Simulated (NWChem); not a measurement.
System: disulfane (H$_{2}$S$_{2}$); SMILES SS

Program: NWChem. Structure relaxed at the PBE0/def2-SVP level. Solvent water, SMD (1 M gas to 1 M solution), gas-phase geometry.

Among these, which level gives the highest value of “dipole in solution (D)”?
A) PBE0/aug-pcseg-1
B) PBE0/def2-QZVP
C) PBE0/3-21G
D) PBE0/pcseg-2

C, PBE0/3-21G. Values: PBE0/def2-QZVP 1.61; PBE0/aug-pcseg-1 1.71; PBE0/pcseg-2 1.78; PBE0/3-21G 2.51
